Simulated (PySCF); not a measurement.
## Manganese: a sound run and one with changed settings

Sound run: Mn [Ar] 3d5 4s2, Mn⁺ [Ar] 3d5 4s1. All numbers are calculated (PySCF 2.14, no relativity, point nucleus, in pcseg-2 (6s4p3d2f1g, 56 functions)). In the sound run the correlated levels freeze [Ar]. The sound run starts from symmetry-adapted Hartree-Fock orbitals and uses a fine grid where one is needed.

Changed run: the spin-free X2C one-electron Hamiltonian (Gaussian nucleus). This setting is unsound on purpose.

```csv
species,method,sound run (hartree),changed run (hartree),converged
Mn,UHF,-1149.84714,-1156.14692,yes
Mn,LDA,-1148.63551,-1154.93000,yes
Mn,M06-2X,-1150.98398,-1157.28072,yes
Mn,MP2,-1149.95512,-1156.25643,yes
Mn⁺,UHF,-1149.62764,-1155.92586,yes
Mn⁺,LDA,-1148.36034,-1154.65209,yes
Mn⁺,M06-2X,-1150.68908,-1156.98325,yes
Mn⁺,MP2,-1149.70254,-1156.00172,yes
```

Ionisation energy of Mn:

```
 method  sound run (eV)  changed run (eV)
    UHF           5.973             6.015
    LDA           7.488             7.562
 M06-2X           8.025             8.095
    MP2           6.873             6.931
SCS-MP2           7.072             7.131
```

Most of the change in total energy is the relativistic energy itself. On top of that the contraction fixes the core shape for the Hamiltonian it was made with, so the changed run is not a good calculation with the other Hamiltonian either.

For comparison, NIST gives 7.434 eV between the lowest levels.
